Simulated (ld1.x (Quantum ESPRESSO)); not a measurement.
## F: one change to an RRKJ potential, before and after

```
Element                 : fluorine (F)
Generator               : ld1.x (Quantum ESPRESSO) 7.5
Type                    : norm-conserving RRKJ (Kleinman–Bylander form)
Functional              : Wu–Cohen
Relativity              : scalar-relativistic
Frozen core             : [He]
Valence charge          : 7
Reference configuration : 2s2 2p4.5 (charge +0.5)
Partial waves           : 2s (bound): rc 0.85 bohr; 2p (bound): rc 1.05 bohr
Local potential         : all-electron potential smoothed inside 0.70 bohr (lloc = -1)
Core correction         : Bessel-smoothed model core inside 0.80 bohr
rho0                    : 0.005
```

Change: functional BLYP.

Cutoffs: the cutoffs (Ry, on a coarse ladder) from which the occupation-weighted sum of valence levels, in a spherical-Bessel basis at the reference potential, stays within 10 and 1 mRy of its value at 400 Ry; they do not see the model core or the augmentation charge, which bear on the density cutoff. Errors are all-electron minus pseudo energies relative to the spin-unpolarised reference configuration.

Predict the effect on cutoff, ghosts and configuration errors.

The potential gets neither clearly harder nor softer (160 Ry and 200 Ry → 160 Ry and 200 Ry); of the 7 tests that both files solve, the error grows in 2 and shrinks in 0 by more than 15 % and 0.3 meV (median size 1.3 → 7.4 meV); neither file shows a bound ghost.

| quantity | base | changed |
| --- | --- | --- |
| cutoff, loose | 160 Ry | 160 Ry |
| cutoff, tight | 200 Ry | 200 Ry |
| bound ghosts | none | none |
| error for 2s2 2p5, meV [ΔE -7.53 → -7.55 eV] | +0.9 | +0.9 |
| error for 2s2 2p4, meV [ΔE 11.84 → 11.85 eV] | +0.9 | +1.0 |
| error for 2s2 2p3, meV [ΔE 50.22 → 50.26 eV] | +37 | +38 |
| error for 2s2 2p1, meV [ΔE 196.64 → 196.87 eV] | +776 | +821 |
| error for 2s1 2p6, meV [ΔE 11.15 → 11.14 eV] | +21 | +28 |
| error for 2s1 2p5, meV [ΔE 30.81 eV] | +1.3 | +7.4 |
| error for 2s2 2p5.3, meV [ΔE -10.19 → -10.22 eV] | +1.0 | +1.1 |
| s: phases at 1.14 bohr within 0.05 rad from the reference energy up to (Ry; the scan ends near 5) | to the end of the scan | to the end of the scan |
| p: phases at 1.14 bohr within 0.05 rad from the reference energy up to (Ry; the scan ends near 5) | to the end of the scan | to the end of the scan |
